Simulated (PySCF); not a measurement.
A structure optimised at r2SCAN-D4/def2-TZVP, used in a PySCF frequency run:

```
B
O 1 1.3508
H 2 0.9711 1 115.98
O 1 1.3508 2 129.37 3 0.00
H 4 0.9711 1 115.98 2 0.00
```
Charge 0, spin multiplicity 2.

**Question.** Write its SMILES, formula and point group.

**Answer.** O[B]O, BH₂O₂, C2v

**Question.** What are its rotational constants (standard atomic weights)?

**Answer.** 99.147, 9.9545, 9.0463 GHz
